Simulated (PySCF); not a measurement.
**Electron correlation in In (indium, neutral)**

[Kr] 4d10 5s2 5p1, 2P determinant. All numbers are calculated (PySCF 2.14, a scalar-relativistic core potential, in aug-cc-pVQZ-PP with ECP28MDF). Frozen: 4s2 4p6 4d10; 3 electrons correlated.

```
  level  correlation energy (mhartree)
   CCSD                         -42.55
    (T)                          -0.86
CCSD(T)                         -43.41
```

Diagnostics: T1 = 0.014, D1 = 0.0322, largest double amplitude 0.044.

Is a single reference adequate?

Yes, within this model without spin-orbit coupling: T1 lies below 0.03 and no double amplitude reaches 0.07.
